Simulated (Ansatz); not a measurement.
Ansatz (an electronic-structure program) input file for In(Cl)(OH)(NH2) (ClH3InNO), SMILES [NH2][In]([OH])[Cl], PBE-D3(BJ)/def2-SVP. 

Ansatz 0.2 input:
```yaml
crystal:
  periodic: [false, false, false]
  atoms:
    - {symbol: In, position_ang: [0.21705833, 0.07530653, 0.07294472]}
    - {symbol: Cl, position_ang: [-1.77330003, -0.86898043, -0.57530397]}
    - {symbol: O, position_ang: [0.56518576, 1.83856560, -0.68362916]}
    - {symbol: H, position_ang: [-0.12880551, 2.14875130, -1.26473913]}
    - {symbol: N, position_ang: [1.56007880, -0.59102897, 1.46879563]}
    - {symbol: H, position_ang: [2.41780889, -0.06337280, 1.32762406]}
    - {symbol: H, position_ang: [1.77920159, -1.57405280, 1.33045537]}
basis:
  gaussian:
    orbitals: def2-SVP
hamiltonian:
  xc: pbe
  dispersion: d3bj
relax: {f_tol: 0.002, max_steps: 200}
```

Program output:

```
WARN ansatz: RAYON_NUM_THREADS=1 ignored (pool sized by the plan → 1); use --threads N
Functional definition: PBE
integrals: 0.04 GiB planned
1000 factors; their error is unknown
mean field: 0.20 GiB planned
mean field evaluation 1: about -21252.3290 eV, gradient 8.8e1 eV
mean field evaluation 2: about -21125.3813 eV, gradient 2.1e2 eV
mean field evaluation 4: about -21265.2007 eV, gradient 3.7e1 eV
mean field evaluation 8: about -21268.2019 eV, gradient 1.7e-1 eV
mean field evaluation 16: about -21268.1645 eV, gradient 2.8e-4 eV
mean field -21268.16454151 eV, -781.5906308209 hartree, gradient 6.1e-5 eV, S^2 0.000000; 0 other end points of the search recorded, 0 dependent functions left out
the calculation of the forces begins
reference -21268.16458915 eV, -781.5906325715 hartree; 28, 28 occupied and 59, 59 virtual orbitals, 1000 factors
relax step   1: F+E_penalty+E_count = -21268.28784277 eV  Δ(F+E_penalty+E_count) = +0.000e0 eV  max|allowed force component| = 1.019e0 eV/Å  Δτ_max = 0.0000 Å  (26 SCF iters, accepted)
these checks for a lower state are left out or cut short: starts, cluster_reference, orbital_swaps, neighbouring_geometries, increment
integrals: 0.04 GiB planned
1000 factors; their error is unknown
mean field: 0.20 GiB planned
mean field -21268.28005314 eV, -781.5948757950 hartree, gradient 2.1e-5 eV, S^2 0.000000; 0 other end points of the search recorded, 0 dependent functions left out
the calculation of the forces begins
reference -21268.28010058 eV, -781.5948775382 hartree; 28, 28 occupied and 59, 59 virtual orbitals, 1000 factors
relax step   2: F+E_penalty+E_count = -21268.40067592 eV  Δ(F+E_penalty+E_count) = -1.128e-1 eV  max|allowed force component| = 2.912e-1 eV/Å  Δτ_max = 0.1314 Å  (29 SCF iters, accepted)
these checks for a lower state are left out or cut short: starts, cluster_reference, orbital_swaps, neighbouring_geometries, increment
integrals: 0.04 GiB planned
1000 factors; their error is unknown
mean field: 0.20 GiB planned
mean field evaluation 32: about -21268.2930 eV, gradient 1.7e-5 eV
mean field -21268.29298920 eV, -781.5953511862 hartree, gradient 1.7e-5 eV, S^2 0.000000; 0 other end points of the search recorded, 0 dependent functions left out
the calculation of the forces begins
reference -21268.29303668 eV, -781.5953529311 hartree; 28, 28 occupied and 59, 59 virtual orbitals, 1000 factors
relax step   3: F+E_penalty+E_count = -21268.41389912 eV  Δ(F+E_penalty+E_count) = -1.322e-2 eV  max|allowed force component| = 2.658e-1 eV/Å  Δτ_max = 0.0897 Å  (28 SCF iters, accepted)
these checks for a lower state are left out or cut short: starts, cluster_reference, orbital_swaps, neighbouring_geometries, increment
integrals: 0.04 GiB planned
1000 factors; their error is unknown
mean field: 0.20 GiB planned
mean field -21268.29742873 eV, -781.5955143362 hartree, gradient 2.7e-5 eV, S^2 0.000000; 0 other end points of the search recorded, 0 dependent functions left out
the calculation of the forces begins
reference -21268.29747626 eV, -781.5955160826 hartree; 28, 28 occupied and 59, 59 virtual orbitals, 1000 factors
relax step   4: F+E_penalty+E_count = -21268.41870932 eV  Δ(F+E_penalty+E_count) = -4.810e-3 eV  max|allowed force component| = 1.383e-1 eV/Å  Δτ_max = 0.0495 Å  (29 SCF iters, accepted)
these checks for a lower state are left out or cut short: starts, cluster_reference, orbital_swaps, neighbouring_geometries, increment
integrals: 0.04 GiB planned
1000 factors; their error is unknown
mean field: 0.20 GiB planned
mean field -21268.29543501 eV, -781.5954410682 hartree, gradient 1.4e-5 eV, S^2 0.000000; 0 other end points of the search recorded, 0 dependent functions left out
the calculation of the forces begins
reference -21268.29548241 eV, -781.5954428100 hartree; 28, 28 occupied and 59, 59 virtual orbitals, 1000 factors
relax step   5: F+E_penalty+E_count = -21268.41700392 eV  Δ(F+E_penalty+E_count) = +1.705e-3 eV  max|allowed force component| = 2.242e-1 eV/Å  Δτ_max = 0.0461 Å  (30 SCF iters, rejected (line search))
these checks for a lower state are left out or cut short: starts, cluster_reference, orbital_swaps, neighbouring_geometries, increment
integrals: 0.04 GiB planned
1000 factors; their error is unknown
mean field: 0.20 GiB planned
mean field -21268.29856599 eV, -781.5955561294 hartree, gradient 6.5e-6 eV, S^2 0.000000; 0 other end points of the search recorded, 0 dependent functions left out
the calculation of the forces begins
reference -21268.29861350 eV, -781.5955578755 hartree; 28, 28 occupied and 59, 59 virtual orbitals, 1000 factors
relax step   6: F+E_penalty+E_count = -21268.42013186 eV  Δ(F+E_penalty+E_count) = -1.423e-3 eV  max|allowed force component| = 2.318e-2 eV/Å  Δτ_max = 0.0230 Å  (31 SCF iters, accepted)
these checks for a lower state are left out or cut short: starts, cluster_reference, orbital_swaps, neighbouring_geometries, increment
integrals: 0.04 GiB planned
1000 factors; their error is unknown
mean field: 0.20 GiB planned
mean field -21268.29854839 eV, -781.5955554827 hartree, gradient 6.3e-6 eV, S^2 0.000000; 0 other end points of the search recorded, 0 dependent functions left out
the calculation of the forces begins
reference -21268.29859589 eV, -781.5955572285 hartree; 28, 28 occupied and 59, 59 virtual orbitals, 1000 factors
relax step   7: F+E_penalty+E_count = -21268.42016073 eV  Δ(F+E_penalty+E_count) = -2.887e-5 eV  max|allowed force component| = 5.443e-3 eV/Å  Δτ_max = 0.0121 Å  (31 SCF iters, accepted)
these checks for a lower state are left out or cut short: starts, cluster_reference, orbital_swaps, neighbouring_geometries, increment
integrals: 0.04 GiB planned
1000 factors; their error is unknown
mean field: 0.20 GiB planned
mean field evaluation 64: about -21268.2986 eV, gradient 9.1e-4 eV
mean field -21268.29855944 eV, -781.5955558888 hartree, gradient 1.4e-5 eV, S^2 0.000000; 0 other end points of the search recorded, 0 dependent functions left out
the calculation of the forces begins
reference -21268.29860695 eV, -781.5955576348 hartree; 28, 28 occupied and 59, 59 virtual orbitals, 1000 factors
relax step   8: F+E_penalty+E_count = -21268.42017877 eV  Δ(F+E_penalty+E_count) = -1.804e-5 eV  max|allowed force component| = 1.468e-3 eV/Å  Δτ_max = 0.0043 Å  (24 SCF iters, accepted)
integrals: 0.04 GiB planned
1000 factors; their error is unknown
mean field: 0.20 GiB planned
mean field -21268.29855944 eV, -781.5955558888 hartree, gradient 1.6e-5 eV, S^2 0.000000; 1 other end points of the search recorded, 0 dependent functions left out
the calculation of the forces begins
reference -21268.29860695 eV, -781.5955576348 hartree; 28, 28 occupied and 59, 59 virtual orbitals, 1000 factors
Total energy: -21268.42022628 eV, -781.6000270629 hartree
Atom 0 at     0.320054     0.180431     0.041222 Å, force     0.000701     0.001468    -0.000656 eV/Å
Atom 1 at    -1.661142    -0.993369    -0.540917 Å, force    -0.000870    -0.000052    -0.000345 eV/Å
Atom 2 at     0.507808     2.034835    -0.723677 Å, force    -0.000979    -0.000812    -0.000351 eV/Å
Atom 3 at    -0.249077     2.199693    -1.320347 Å, force     0.000065     0.000921    -0.000098 eV/Å
Atom 4 at     1.583220    -0.577881     1.469366 Å, force     0.000119    -0.001351     0.000010 eV/Å
Atom 5 at     2.552635    -0.271472     1.306276 Å, force     0.000206     0.000309     0.000158 eV/Å
Atom 6 at     1.583730    -1.607049     1.444224 Å, force     0.000758    -0.000483     0.001283 eV/Å
Dipole moment:     0.380204    -0.123381    -0.050662 e Å
```

The calculation finished and met its thresholds.

Cost: very roughly 15 core-seconds.
